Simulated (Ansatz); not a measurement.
Reaction (atomization): `O[Si](O)(O)[SeH]` → 4 H• + 3 O• + Se• + Si•

Program: Ansatz. Geometries: PBE0-D4/def2-TZVP. ΔE: electronic, gas phase. CBS: MP2 limit from def2 TZ/QZ plus the TZ coupled-cluster correction, frozen cores. This one scheme is used for every species, atoms too. DFT in def2-TZVPP. No spin–orbit coupling; open shells (•) take unrestricted orbitals. Spin–orbit coupling would lower the free atoms: a little for O, Si; clearly for Se. For Se outer-core shells are correlated without core-valence functions, so the limit isn't a true one: a few kJ/mol of doubt a bond, and 10 to 20 or more in all where bonds break to atoms. Scalar relativity is left out up to krypton. Each species was taken in one conformer, which may not be the lowest.

(1) What is ΔE at CCSD(T)/CBS? (Best estimate.)

(2) What do these levels give: revPBE-D4, B97M-V, r2SCAN0, HF/def2-TZVPP, SCS-MP2/def2-TZVPP, CCSD(T)/def2-TZVPP? (Estimate.)

Largest T1 diagnostic among the species: 0.012.

Results:

(1) Ansatz gave: +35.80 eV.

(2) Ansatz gave: revPBE-D4 34.81, B97M-V 35.36, r2SCAN0 34.58, HF/def2-TZVPP 24.31, SCS-MP2/def2-TZVPP 35.14, CCSD(T)/def2-TZVPP 34.51 eV.

From r2SCAN to r2SCAN0 (25 % exact exchange), in def2-TZVPP and without D4, ΔE moves by −0.90 eV: exact exchange takes away binding that semilocal exchange gives to molecules. Leaving LDA and LC-ωPBE aside and taking each functional with its dispersion term where it has one, the values, not all of them listed here, spread over 2.12 eV, from BHLYP-D4 to PBE-D4. LDA lies +5.52 eV from PBE without D4, its usual overbinding.

For atomizations the MP2-based limit and the directly extrapolated one differ by several kJ/mol either way, and by 10 to 25 for some Ge, Se and Sn compounds, so smaller differences from it don't rank the levels.
